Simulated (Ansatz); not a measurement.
Total energies of germanium tetrachloride (`[Cl][Ge]([Cl])([Cl])[Cl]`).

```xyz
5

Cl    0.620   -0.401   -1.983
Ge    0.000    0.000    0.000
Cl   -1.899    0.933   -0.030
Cl   -0.123   -1.815    1.081
Cl    1.402    1.283    0.931
```

The species carries charge 0 and has multiplicity 1. Correlated methods include outer-core shells of Ge, which these sets cover unevenly. Scalar relativity is left out up to krypton. The geometry is a stationary point of PBE0-D4/def2-TZVP. Basis def2-TZVPP, the Gaussian-basis code of Ansatz.

RPA on PBE orbitals: Hartree–Fock energy of these orbitals -3913.52594 Eh, correlation -1.57431 Eh (frozen core).

```tsv
functional	energy without D4 (Eh)	D4 term (kJ/mol)
LDA (SPW92)	-3908.94847	–
r2SCAN	-3917.91298	-5.5
B97M-V	-3917.17688	–
PBE0	-3917.17501	-21.3
r2SCANh	-3917.89951	-6.1
HSE06 (plane-wave form)	-3917.14556	-20.3
BHLYP	-3918.01748	-37.2
ωB97X-V	-3917.57567	–
B2PLYP	-3917.15406	–
PBE-QIDH	-3916.51929	–
```

Problem. Give the same for PBE, revPBE, BLYP, B3LYP, r2SCAN0, CAM-B3LYP, LC-ωPBE, ωB97M-V. (An estimate is asked.)

Solution. The calculation gave: 
```tsv
functional	energy without D4 (Eh)	D4 term (kJ/mol)
PBE	-3916.97374	-24.6
revPBE	-3917.53350	-56.3
BLYP	-3918.07666	-52.0
B3LYP	-3918.13293	-40.8
r2SCAN0	-3917.88091	-6.9
CAM-B3LYP	-3918.21081	-22.5
LC-ωPBE	-3917.25789	–
ωB97M-V	-3917.84219	–
```

B3LYP takes the VWN-RPA correlation (the form of Gaussian; ORCA's B3LYP/G). HSE06 is the plane-wave form, built on full-range PBE exchange. The double hybrids freeze the cores in their second-order part.

LC-ωPBE has ω = 0.4 bohr⁻¹.
